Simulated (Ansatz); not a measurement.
Input for Ansatz (an electronic-structure program): R-SVWN5/def2-TZVPP on H2S (SMILES S).

Ansatz 0.2 input:
```yaml
crystal:
  periodic: [false, false, false]
  atoms:
    - {symbol: S, position_ang: [-0.00000000, -0.00000000, 0.61877054]}
    - {symbol: H, position_ang: [0.00000000, 0.96994613, -0.30938527]}
    - {symbol: H, position_ang: [-0.00000000, -0.96994613, -0.30938527]}
basis:
  gaussian:
    orbitals: def2-TZVPP
hamiltonian:
  xc: {name: SVWN5}
scf: {lower_state_search: off}
```

It printed:

```
WARN ansatz: RAYON_NUM_THREADS=4 ignored (pool sized by the plan → 4); use --threads N
Functional definition: SVWN5
these checks for a lower state are left out or cut short: stability, starts, cluster_reference, orbital_swaps, neighbouring_geometries, increment
integrals: 0.01 GiB planned
402 factors; their error is unknown
mean field: 0.15 GiB planned
mean field evaluation 1: about -10829.6096 eV, gradient 1.7e1 eV
mean field evaluation 2: about -10829.5107 eV, gradient 2.1e1 eV
mean field evaluation 4: about -10830.4610 eV, gradient 9.6e-1 eV
mean field evaluation 8: about -10830.4598 eV, gradient 1.1e-3 eV
mean field -10830.45979620 eV, -398.0120563610 hartree, gradient 1.3e-6 eV, S^2 0.000000; 0 other end points of the search recorded, 0 dependent functions left out
reference -10830.45981702 eV, -398.0120571263 hartree; 9, 9 occupied and 61, 61 virtual orbitals, 402 factors
Total energy: -10830.45981702 eV, -398.0120571263 hartree
Checks for a lower state left out: stability, starts, cluster_reference, orbital_swaps, neighbouring_geometries, increment
```

The run converged.

Cost: around 0.27 core-seconds (rough).
